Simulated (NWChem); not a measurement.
System: AlHBrCl; SMILES [Cl][AlH][Br]

NWChem input:

```
start job
memory heap 200 mb stack 900 mb global 1100 mb
geometry units angstroms noautoz
  Al    -0.766964    -0.619849     0.000000
  H     -2.329133    -0.746319     0.000000
  Cl     0.434334    -2.346708     0.000000
  Br     0.235398     1.403715     0.000000
end
basis spherical
  * library def2-svp
end
dft
  xc pbe0
  iterations 150
  vectors input atomic output neutral.movecs
end
task dft energy
charge 1
dft
  odft
  mult 2
  vectors input atomic output cation.movecs
end
task dft energy
```

Output (shortened):

```
             Northwest Computational Chemistry Package (NWChem) 7.3.0
             --------------------------------------------------------

 CS  symmetry detected

                             Geometry "geometry" -> ""
                             -------------------------

 Output coordinates in angstroms (scale by  1.889725989 to convert to a.u.)

  No.       Tag          Charge          X              Y              Z
 ---- ---------------- ---------- -------------- -------------- --------------
    1 Al                  13.0000    -0.80889652    -0.63721876     0.00000000
    2 H                    1.0000    -2.36924256    -0.78448341     0.00000000
    3 Cl                  17.0000     0.41529423    -2.34792502     0.00000000
    4 Br                  35.0000     0.16642558     1.39951579     0.00000000

 Effective nuclear repulsion energy (a.u.)     258.7924144537

      Symmetry information
      --------------------

 Group name             Cs
 Group number              2
 Group order               2
 No. of unique centers     4

                                 NWChem DFT Module
                                 -----------------

 Summary of "ao basis" -> "ao basis" (spherical)
 ------------------------------------------------------------------------------
       Tag                 Description            Shells   Functions and Types
 ---------------- ------------------------------  ------  ---------------------
 Al                         def2-svp                 8       18   4s3p1d
 H                          def2-svp                 3        5   2s1p
 Cl                         def2-svp                 8       18   4s3p1d
 Br                         def2-svp                12       32   5s4p3d

      Symmetry analysis of basis
      --------------------------

        a'         52
        a"         21

            General Information
            -------------------
          SCF calculation type: DFT
          Wavefunction type:  closed shell.
          No. of atoms     :     4
          No. of electrons :    66
           Alpha electrons :    33
            Beta electrons :    33
          Charge           :     0
          Spin multiplicity:     1
          Use of symmetry is: on ; symmetry adaption is: on
          Maximum number of iterations: 150
          AO basis - number of functions:    73
                     number of shells:    31
          Convergence on energy requested:  1.00D-06
          Convergence on density requested:  1.00D-05
          Convergence on gradient requested:  5.00D-04

              XC Information
              --------------
                         PBE0 Method XC Functional
                     Hartree-Fock (Exact) Exchange  0.250
          PerdewBurkeErnzerhof Exchange Functional  0.750
            Perdew 1991 LDA Correlation Functional  1.000 local
           PerdewBurkeErnz. Correlation Functional  1.000 non-local

             Grid Information
             ----------------
          Grid used for XC integration:  medium
          Radial quadrature: Mura-Knowles
          Angular quadrature: Lebedev.
          Tag              B.-S. Rad. Rad. Pts. Rad. Cut. Ang. Pts.
          ---              ---------- --------- --------- ---------
          Al                  1.25       88           8.0       590
          H                   0.35       45          10.0       434
          Cl                  1.00       88          10.0       590
          Br                  1.15      112          10.0       590
          Grid pruning is: on
          Number of quadrature shells:   333
          Spatial weights used:  Erf1

      Superposition of Atomic Density Guess
      -------------------------------------

 Sum of atomic energies:       -3273.70002394

      Non-variational initial energy
      ------------------------------

 Total energy =   -3274.131066
 1-e energy   =   -5070.081425
 2-e energy   =    1537.157944
 HOMO         =      -0.389526
 LUMO         =       0.020241

      Symmetry analysis of molecular orbitals - initial
      -------------------------------------------------

  Numbering of irreducible representations:

     1 a'          2 a"

  Orbital symmetries:

     1 a'          2 a'          3 a'          4 a'          5 a'
     6 a"          7 a'          8 a'          9 a'         10 a'
    11 a'         12 a"         13 a'         14 a'         15 a"
    16 a'         17 a'         18 a'         19 a"         20 a'
    21 a"         22 a'         23 a'         24 a"         25 a'
    26 a'         27 a'         28 a'         29 a'         30 a"
    31 a"         32 a'         33 a'         34 a"         35 a'
    36 a'         37 a'         38 a'         39 a'         40 a'
    41 a"         42 a"         43 a'

   convergence    iter        energy       DeltaE   RMS-Dens  Diis-err
 ---------------- ----- ----------------- --------- --------- ---------
 d= 0,ls=0.0,diis     1  -3276.3767625592 -3.54D+03  1.31D-02  3.36D-01
 d= 0,ls=0.0,diis     2  -3276.3790547348 -2.29D-03  7.76D-03  2.74D-01
 d= 0,ls=0.0,diis     3  -3276.4179451388 -3.89D-02  1.29D-03  9.56D-03
 d= 0,ls=0.0,diis     4  -3276.4193731128 -1.43D-03  1.66D-04  5.82D-05
 d= 0,ls=0.0,diis     5  -3276.4193804369 -7.32D-06  4.63D-05  1.60D-05
  Resetting Diis
 d= 0,ls=0.0,diis     6  -3276.4193820524 -1.62D-06  7.64D-06  3.07D-07
 d= 0,ls=0.0,diis     7  -3276.4193820796 -2.72D-08  3.60D-06  2.12D-08

         Total DFT energy =    -3276.419382079604
      One electron energy =    -5071.399852246669
           Coulomb energy =     1674.306722091757
    Exchange-Corr. energy =     -138.118666378389
 Nuclear repulsion energy =      258.792414453697

 Numeric. integr. density =       66.000005480215

                  Occupations of the irreducible representations
                  ----------------------------------------------

                     irrep           alpha         beta
                     --------     --------     --------
                     a'               25.0         25.0
                     a"                8.0          8.0

                       DFT Final Molecular Orbital Analysis
                       ------------------------------------

 Vector   31  Occ=2.000000D+00  E=-3.356992D-01  Symmetry=a'
              MO Center= -2.5D-01, -1.4D+00, -5.9D-16, r^2= 4.1D+00
   Bfn.  Coefficient  Atom+Function         Bfn.  Coefficient  Atom+Function
  ----- ------------  ---------------      ----- ------------  ---------------
    34      0.450325  3 Cl px                31      0.334321  3 Cl px
    35      0.241435  3 Cl py                19      0.225107  2 H  s
    20      0.219202  2 H  s                 57      0.216675  4 Br py
    28      0.194112  3 Cl px                54      0.191814  4 Br py
    32      0.182013  3 Cl py                51     -0.127551  4 Br py

 Vector   32  Occ=2.000000D+00  E=-3.282523D-01  Symmetry=a"
              MO Center=  1.4D-01,  9.8D-01,  3.1D-13, r^2= 2.6D+00
   Bfn.  Coefficient  Atom+Function         Bfn.  Coefficient  Atom+Function
  ----- ------------  ---------------      ----- ------------  ---------------
    58      0.565926  4 Br pz                55      0.496001  4 Br pz
    52     -0.331011  4 Br pz                36     -0.210224  3 Cl pz
    33     -0.146185  3 Cl pz                49      0.107568  4 Br pz
    30     -0.085756  3 Cl pz                10      0.055847  1 Al pz
    15      0.055799  1 Al d -1              13      0.052766  1 Al pz

 Vector   33  Occ=2.000000D+00  E=-3.190358D-01  Symmetry=a'
              MO Center=  2.6D-02,  1.0D+00,  1.5D-16, r^2= 2.7D+00
   Bfn.  Coefficient  Atom+Function         Bfn.  Coefficient  Atom+Function
  ----- ------------  ---------------      ----- ------------  ---------------
    56      0.516100  4 Br px                53      0.463513  4 Br px
    50     -0.307030  4 Br px                57     -0.226103  4 Br py
    54     -0.202060  4 Br py                35     -0.165097  3 Cl py
    51      0.133933  4 Br py                32     -0.121112  3 Cl py
    20      0.113331  2 H  s                 19      0.108231  2 H  s

 Vector   34  Occ=0.000000D+00  E=-5.580111D-02  Symmetry=a"
              MO Center= -7.7D-01, -6.0D-01, -1.2D-14, r^2= 4.0D+00
   Bfn.  Coefficient  Atom+Function         Bfn.  Coefficient  Atom+Function
  ----- ------------  ---------------      ----- ------------  ---------------
    13      0.756159  1 Al pz                10      0.396041  1 Al pz
    36     -0.278750  3 Cl pz                58     -0.278967  4 Br pz
     7     -0.199267  1 Al pz                55     -0.158517  4 Br pz
    33     -0.142739  3 Cl pz                52      0.105002  4 Br pz
    30     -0.082715  3 Cl pz                70     -0.052408  4 Br d -1

 Vector   35  Occ=0.000000D+00  E=-2.016071D-02  Symmetry=a'
              MO Center= -5.5D-01, -4.7D-01,  2.0D-16, r^2= 4.4D+00
   Bfn.  Coefficient  Atom+Function         Bfn.  Coefficient  Atom+Function
  ----- ------------  ---------------      ----- ------------  ---------------
     4      1.090482  1 Al s                 20     -0.596911  2 H  s
     3      0.558852  1 Al s                 57      0.429663  4 Br py
    46     -0.345242  4 Br s                 27     -0.331171  3 Cl s
    35     -0.323975  3 Cl py                 2      0.286653  1 Al s
    45     -0.242980  4 Br s                 19     -0.202017  2 H  s

[...]
```

Level: PBE0/def2-SVP, vertical spin-unrestricted ions. The geometry was optimised at B3LYP/6-31G* (spherical d).
